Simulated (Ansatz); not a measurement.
`[F][AlH][SH]` + `[SiH3]C1C=C1` → `[SiH3][AlH][SH]` + `FC1C=C1` at 600 K and 1 bar (formal exchange of groups at the Al–F bond).

Computed with Ansatz on PBE0-D4/def2-TZVP structures; ΔE is electronic, products minus reactants. CBS: MP2 limit from def2 TZ/QZ plus the TZ coupled-cluster correction, frozen cores. This one scheme is used for every species. One conformer a species, not always the lowest.

```tsv
species	CCSD(T)/CBS energy (Eh)	H − E (kJ/mol)	S (J/(mol·K))
`[F][AlH][SH]`	-740.90186	88.2	347.0
`[SiH3]C1C=C1`	-406.73557	239.4	388.8
`[SiH3][AlH][SH]`	-931.90162	162.7	423.0
`FC1C=C1`	-215.65206	165.6	322.1
```

H − E and S are ideal-gas, rigid-rotor, harmonic terms from PBE0-D4/def2-TZVP, for one conformer and one mirror image of each species. 1 Eh = 2625.50 kJ/mol, R = 8.31446 J/(mol·K).

Question: By hand: ΔE, ΔH, ΔS and ΔG.

Answer: ΔE = (-931.90162) + (-215.65206) − (-740.90186) − (-406.73557) = 0.08375 Eh = 219.9 kJ/mol. Δ(H − E) = 162.7 + 165.6 − 88.2 − 239.4 = 0.7, so ΔH = 220.6 kJ/mol. ΔS = 423.0 + 322.1 − 347.0 − 388.8 = 9.3 J/(mol·K). ΔG = 220.6 − 600 × (9.3)/1000 = 215.0 kJ/mol.

Question: By hand: the equilibrium constant, and the temperature at which ΔG would vanish if ΔH and ΔS stayed fixed.

Answer: log₁₀ K = −ΔG/(RT ln 10) = -18.7. ΔG = 0 at ΔH/ΔS = 23720 K, far beyond where these terms or the molecules hold.

The number of gas molecules stays the same, so ΔS is small and ΔH decides. A doubt of 5 kJ/mol in ΔE shifts log₁₀ K by 0.4 here. Other conformers and mirror images would add mixing entropy, several J/(mol·K) or more a flexible species. Modes under 60 cm⁻¹, often nearly free rotors, make the harmonic entropy too high. These are equilibria of isolated gas molecules and say nothing of rates. Largest T1 diagnostic: 0.013 (customary marks: 0.02 for closed shells, 0.045 for open ones).
